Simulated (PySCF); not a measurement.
BClHO (calculated)

Computed with PySCF 2.14.0. Calculation on a computer-drawn molecule: the log of a Hartree-Fock and frozen-core CCSD(T) single point meant for a local Hartree-Fock minimum, with one planted fault or none, to be diagnosed. Offsets are logged minus clean, where the clean run is the same molecule without the fault. The reference is restricted for singlets and unrestricted otherwise, and also for a bond in bohr or an excited solution. Adding or removing an electron swaps singlet and doublet. The excited solution moves the top pair (singlet) or top alpha electron (doublet) to the lowest empty orbital. Highest occupied and lowest empty are orbital energies over both spins, largest force is the largest gradient component, triples share is (T) over the correlation energy, the T1 limit is 0.02 restricted and 0.045 unrestricted, electrons count all cores, a negative frequency is imaginary (commonest isotopes), and the dipole is about the centre of nuclear charge.

```json
{"formula": "BClHO", "logged_structure": {"atoms_angstrom": [["O", -1.6282, -1.9668, 0.483], ["B", -2.4391, -1.0308, 0.4014], ["Cl", -3.4454, 0.2327, 0.2135], ["H", -1.5232, -2.7352, 1.0434]]}, "given": {"meant_charge": 1, "meant_multiplicity": 1, "meant_basis": "cc-pV(D+d)Z", "logged_electrons": 30, "logged_basis_functions": 56, "logged_SCF_converged": "yes", "logged_spin_squared": 2.0183, "logged_highest_occupied [eV]": -12.914, "logged_lowest_empty [eV]": -10.004, "logged_largest_force [hartree/bohr]": 0.083585, "logged_T1_diagnostic": 0.029609, "logged_D1_diagnostic": 0.13925, "logged_triples_share": 0.026741, "logged_CC_converged": "yes", "logged_dipole_magnitude [debye]": 1.4854, "logged_SCF_stable_within_its_kind": "yes", "logged_energy_HF [hartree]": -559.15892, "logged_energy_CCSD(T) [hartree]": -559.55538, "possible_faults": "no fault, one electron removed, one electron added, multiplicity raised by two, geometry at a saddle point, SCF held on an excited solution, minimal basis STO-3G, one bond length entered in bohr, all coordinates scaled", "drawn_bonds_atom": [1, 2, 1], "drawn_bonds_other_atom": [2, 3, 4], "drawn_bonds_order": [1, 1, 1]}, "results": {"planted_fault": "multiplicity raised by two", "HF_energy_offset_from_clean_run [kcal/mol]": 167.9, "CCSD(T)_energy_offset_from_clean_run [kcal/mol]": 180.9}}
```
